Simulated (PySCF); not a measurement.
Species: Sn(GeH3)H3.
Geometry (PBE0-D3(BJ)/def2-SVP, Å), atoms numbered from 1 in this order:
```xyz
8
GeH6Sn angstrom
Sn    -0.002    0.009   -1.278
Ge     0.002   -0.009    1.325
H      0.834    1.167    1.868
H      0.609   -1.323    1.851
H     -1.435    0.116    1.865
H      1.603   -0.009   -1.878
H     -0.786    1.415   -1.867
H     -0.826   -1.366   -1.886
```

Method used: PySCF, TDDFT wB97X-D/def2-SVPD, vertical, gas phase, core orbitals frozen in the response, def2 core potentials past Kr. Spin–orbit coupling is left out.

Transition dipole moments from the ground state, in atomic units and in the frame of the coordinates above (overall signs are arbitrary), for the states with f of 0.002 or more among the lowest 13:

```csv
state,E (eV),μx,μy,μz
S1,7.068,0.004,0.000,0.127
S2,7.117,0.011,-0.018,2.156
S3,7.156,0.101,-0.361,-0.031
S4,7.157,-0.362,-0.101,0.043
S5,7.920,-0.149,0.329,0.001
S6,7.920,-0.330,-0.151,-0.002
S7,7.966,0.420,-0.448,-0.001
S8,7.966,0.446,0.421,0.004
S10,8.192,-0.042,0.303,0.003
S11,8.194,-0.301,-0.041,0.001
S12,8.599,-0.128,0.020,0.017
S13,8.600,0.022,0.126,0.006
```

(1) Work out the oscillator strengths.

(2) How is the summed strength of these states shared among x, y and z?

(3) What peak molar absorption coefficient would the strongest computed level give as a lone Gaussian band 0.5 eV wide at half height?

Answers

(1) f = (2/3) ΔE |μ|² with ΔE in hartree (27.2114 eV).

```json
{"state": "S1", "|μ|² (au)": "0.016", "|μ| (D)": "0.32", "f": "0.003"}
{"state": "S2", "|μ|² (au)": "4.651", "|μ| (D)": "5.48", "f": "0.811"}
{"state": "S3", "|μ|² (au)": "0.142", "|μ| (D)": "0.96", "f": "0.025"}
{"state": "S4", "|μ|² (au)": "0.143", "|μ| (D)": "0.96", "f": "0.025"}
{"state": "S5", "|μ|² (au)": "0.130", "|μ| (D)": "0.92", "f": "0.025"}
{"state": "S6", "|μ|² (au)": "0.131", "|μ| (D)": "0.92", "f": "0.025"}
{"state": "S7", "|μ|² (au)": "0.377", "|μ| (D)": "1.56", "f": "0.074"}
{"state": "S8", "|μ|² (au)": "0.376", "|μ| (D)": "1.56", "f": "0.073"}
{"state": "S10", "|μ|² (au)": "0.093", "|μ| (D)": "0.78", "f": "0.019"}
{"state": "S11", "|μ|² (au)": "0.092", "|μ| (D)": "0.77", "f": "0.019"}
{"state": "S12", "|μ|² (au)": "0.017", "|μ| (D)": "0.33", "f": "0.004"}
{"state": "S13", "|μ|² (au)": "0.016", "|μ| (D)": "0.32", "f": "0.003"}
```

(2) (2/3) Σ ΔE μα² gives 0.146 for x, 0.146 for y and 0.814 for z, 1.106 in all.

(3) ε(max) = 2.175×10⁸ f / FWHM, with the width in cm⁻¹. S2: 2.175×10⁸ × 0.8109 / 4033 ≈ 44000 L mol⁻¹ cm⁻¹.

S3/S4, S5/S6, S7/S8, S10/S11 and S12/S13 coincide within about 0.01 eV; within a degenerate level the directions of the single components are arbitrary.

The vertical ionisation energy (ΔSCF) is 9.93 eV, 1.33 eV above S13.

Time: 24 s. Hardware: one thread, x86-64 server, no GPU (shared host).
